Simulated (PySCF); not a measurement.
**How methods differ on the excitation energy of Sc**

Sc [Ar] 3d1 4s2 (2D) → Sc [Ar] 3d1 4s1 4p1 (high-spin determinant), as a difference of total energies. All numbers are calculated (PySCF 2.14, no relativity, point nucleus, in aug-cc-pVDZ). Correlated levels: valence: [Ar] frozen. The calculations carry no spin-orbit coupling.

```json
{"method": "UHF", "excitation energy (eV)": "0.942"}
{"method": "MP2 (valence)", "excitation energy (eV)": "1.534"}
{"method": "SCS-MP2 (valence)", "excitation energy (eV)": "1.709"}
{"method": "CCSD (valence)", "excitation energy (eV)": "1.758"}
{"method": "CCSD(T) (valence)", "excitation energy (eV)": "1.778"}
```

Task: How much does correlation contribute at CCSD(T) (valence)?

Result: 1.778 − (0.942) = 0.836 eV, measured against UHF.

The determinant of the upper state mixes LS terms, which raises its energy above the lowest term, most at the Hartree-Fock and MP2 levels.
